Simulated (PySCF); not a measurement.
Level of theory: PBE0-D3(BJ)/def2-TZVP (PySCF). Isolated molecules, 0 K electronic values unless said otherwise. Excitations are Tamm–Dancoff values on a coarser integration grid. The basis has no diffuse functions, so Rydberg states are missing or too high.

Reference species (SMILES): `C=[Si]1[SiH2][SiH2]1` (neutral, multiplicity 1).

```yaml
brightest of the four lowest singlets (TDA): 4.38 eV
T1 excitation (TDA): 1.89 eV
LUMO: -2.40 eV
```

After one change: the brightest of the four lowest singlets (TDA) drops by 0.29 eV; the T1 excitation (TDA) rises by 0.11 eV; the LUMO rises by 0.86 eV.

Q: Which change was made? The new species is one of these.
(A) `C1[SiH]=[SiH][SiH2]1`
(B) `C[Si]1=[SiH][SiH2]1`
(C) `C[SiH]1[SiH]=[SiH]1`
(D) `C1=[SiH][SiH2][SiH2]1`

A: A, `C1[SiH]=[SiH][SiH2]1`
